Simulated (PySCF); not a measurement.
Cartesian coordinates in Å; atom numbers follow the order of the lines, from 1:
```xyz
16

C    -1.7850    2.7764   -1.0956
C    -1.2548    1.7081   -1.2460
Si   -0.4675    0.0391   -1.4775
C     0.9524    0.0183   -0.2772
C     1.8580   -0.0283    0.5257
Si    3.2428   -0.0948    1.7483
O    -1.5094   -1.1799   -1.2081
C    -2.2180   -1.5149   -0.0576
H    -2.2438    3.7149   -0.9660
H    -0.1069   -0.2529   -2.8569
H     2.7043   -0.5864    3.0208
H     3.7888    1.2557    1.9061
H     4.2652   -1.0121    1.2369
H    -2.7791   -2.4282   -0.2613
H    -2.9148   -0.7176    0.2144
H    -1.5400   -1.6884    0.7826
```

Theoretical values (PySCF 2.14.0 with density-fitted response routines): shieldings: GIAO PBE0/pcSseg-1, geometry from GFN2-xTB. Isolated molecule, single conformer, no relativistic terms, equivalent nuclei averaged.

Predict the 2D correlation tables (HSQC, COSY, HMBC).

Answers



HSQC (one-bond C–H):
| δH | δC |
| --- | --- |
| 3.90 (H14/H15/H16) | 52.1 (C8) |
| 1.93 (H9) | 101.4 (C1) |

HMBC (two and three bonds, from the bond graph):
| δH | δC |
| --- | --- |
| 4.83 (H10) | 118.6 (C4), 110.5 (C5), 101.4 (C1), 87.8 (C2), 52.1 (C8) |
| 4.25 (H11/H12/H13) | 118.6 (C4), 110.5 (C5) |
| 1.93 (H9) | 87.8 (C2) |

No COSY cross peaks are expected.

Shifts are taken against calculated references (same method and geometry level): TMS for ¹H (σref 31.72) and ¹³C (σref 186.93).

Shifts are as computed. Against solution values, carbons near 30 ppm lie about +3 ppm off and those near 130 ppm about +5 ppm. Of 1211 compounds with measured shifts, 218 miss one by over three times the rms of a fit or turn the order of signals round; such compounds aren't used in these exercises.
